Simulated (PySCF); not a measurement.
C7H13Al.
Structure used (PBE0-D3(BJ)/def2-SVP), in Å, numbered top down from 1:
```xyz
21
C7H13Al angstrom
C      2.861    2.481   -0.590
C      2.144    1.765    0.095
Al     1.004    0.610    1.125
C     -0.059   -0.726    0.116
C      0.830   -1.637   -0.733
C     -0.925   -1.574    1.050
C     -0.934    0.141   -0.809
C     -1.658    1.277   -0.097
H      3.494    3.117   -1.184
H      0.975    0.790    2.703
H      1.495   -1.062   -1.399
H      0.215   -2.297   -1.374
H      1.464   -2.294   -0.114
H     -0.312   -2.204    1.715
H     -1.579   -0.971    1.700
H     -1.578   -2.253    0.469
H     -1.673   -0.501   -1.328
H     -0.298    0.571   -1.602
H     -2.254    1.887   -0.792
H     -2.334    0.915    0.692
H     -0.948    1.988    0.378
```

Linear response at CAM-B3LYP/def2-SVPD (PySCF, frozen core in the response, non-relativistic).

Static isotropic polarisability: 109.33 au (16.20 Å³), principal values 99.1, 101.8, 127.1 au.

**Question.** What is the polarisability at 1064 nm and at the sodium D line?

**Answer.** 110.41 au at 1064 nm (+1.0 %), 113.00 au at 589.3 nm (+3.4 %). The rise at 589.3 nm is 3.38 times that at 1064 nm; a pure ω² law gives 3.26. The lowest singlet lies at 272 nm, shorter than both wavelengths.

**Question.** What is the isotropic C6 coefficient between two such molecules, C6 = (3/π)∫α(iω)² dω?

**Answer.** 4513 au (Eh·bohr⁶) by a ten-point quadrature over imaginary frequencies, which is 2700 eV·Å⁶ or 260 J·nm⁶/mol.

**Question.** Which effective excitation energy ω̄ makes London's formula C6 = (3/4)α²ω̄ exact here?

**Answer.** ω̄ = 4·C6/(3α²) = 0.503 Eh = 13.7 eV. A one-pole form α(ω) = α/(1 − ω²/ω̄²) fitted to the 1064 nm value gives 11.7 eV. London's choice of the ionisation energy (8.83 eV, ΔSCF at the same level) gives C6 = 2910 au, 36 % too low.

**Question.** How many electrons N does the Slater–Kirkwood formula C6 = (3/4)·√N·α^(3/2) need to give this C6?

**Answer.** N = (4·C6/3)²/α³ = 27.7; the species has 68 electrons in all.

**Question.** What molar refraction at the D line follows from R = (4π/3)·N_A·α′, with α′ the polarisability volume?

**Answer.** α′ = 16.75 Å³ gives R = 42.24 cm³/mol, for isolated, non-vibrating species.

**Question.** The lowest 10 singlets have (eV, f): 4.56, 0.001; 5.32, 0.001; 5.74, 0.021; 6.32, 0.000; 6.62, 0.024; 6.76, 0.026; 7.07, 0.143; 7.20, 0.002; 7.33, 0.003; 7.42, 0.291. What share of the static polarisability do they carry in the sum over states α = Σ f/ω²?

**Answer.** 7.44 au, 6.8 % of α; the largest term, 3.90 au, is that of the state at 7.42 eV. Their oscillator strengths add up to 0.51. Higher states carry the rest.

**Question.** What n − 1 at the D line would an ideal gas of it have at 273.15 K and 1 atm (2.6868 × 10¹⁹ cm⁻³), by n − 1 = 2π·N·α′?

**Answer.** 28.27 × 10⁻⁴, a formal value whether or not that pressure can be reached.

**Question.** What three-body coefficient follows from the one-pole estimate C9 = (3/4)·α·C6?

**Answer.** 370000 au. This is an estimate from the two numbers above, not a computed integral.

Hardware: one thread, Arm Neoverse V1 (aarch64), shared host. Cost: 3.8 min wall (grids of density and orbitals included), 1.4 GiB resident at most. This is the whole response run at CAM-B3LYP/def2-SVPD, SCF included.

One conformer stands for the species.
